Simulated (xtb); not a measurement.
C₄H₁₁NSi, SMILES CC/N=C(\C)[SiH3]. All values are semi-empirical tight-binding results from xtb (GFN2-xTB unless named), good for trends rather than for accurate numbers. Coordinates come from a GFN2-xTB optimisation. The structure was generated by enumeration; whether it is a known compound was not checked. One conformer was computed; it need not be the lowest.

Optimised geometry:

Bonds (Å): C1–C2 1.524, C1–H7 1.088, C1–H8 1.087, C1–H9 1.087, C2–N3 1.438, C2–H10 1.100, C2–H11 1.100, N3–C4 1.264, C4–C5 1.505, C4–Si6 1.895, C5–H12 1.091, C5–H13 1.087, C5–H14 1.091, Si6–H15 1.455, Si6–H16 1.468, Si6–H17 1.468. Angles (°): C2–C1–H7 110.5, C2–C1–H8 109.9, C2–C1–H9 109.9, H7–C1–H8 109.1, H7–C1–H9 109.1, H8–C1–H9 108.4, C1–C2–N3 109.4, C1–C2–H10 109.9, C1–C2–H11 109.9, N3–C2–H10 110.3, N3–C2–H11 110.5, H10–C2–H11 106.9, C2–N3–C4 122.3, N3–C4–C5 124.5, N3–C4–Si6 115.8, C5–C4–Si6 119.7, C4–C5–H12 109.9, C4–C5–H13 111.2, C4–C5–H14 109.9, H12–C5–H13 109.1, H12–C5–H14 107.5, H13–C5–H14 109.1, C4–Si6–H15 109.7, C4–Si6–H16 108.0, C4–Si6–H17 107.9, H15–Si6–H16 111.7, H15–Si6–H17 111.7, H16–Si6–H17 107.8.
Charge 0, spin multiplicity 1.

Computed properties:
```yaml
point_group_as_xtb_finds_it: Cs
orbital_gap: 3.06 eV
dipole_moment: 1.60 D
zero_point_energy: 85.3 kcal/mol
G − E(el) at 298.15 K (modified RRHO): 63.9 kcal/mol
static polarisability (D4 model): 86.1 bohr³
solvation energy, GFN2-xTB/ALPB(water): -0.9 kcal/mol
solvation energy, GFN2-xTB/ALPB(ch2cl2): -5.4 kcal/mol
```

Computed atomic charges and the Wiberg bond orders between heavy atoms:
charges (e) C1 -0.11, C2 0.03, N3 -0.26, C4 0.00, C5 -0.11, Si6 0.44, H7 0.03, H8 0.05, H9 0.04, H10 0.02, H11 0.02, H12 0.04, H13 0.03, H14 0.04, H15 -0.08, H16 -0.09, H17 -0.09. Bond orders C1–C2 1.01, C2–N3 1.02, N3–C4 1.90, C4–C5 1.02, C4–Si6 0.86.
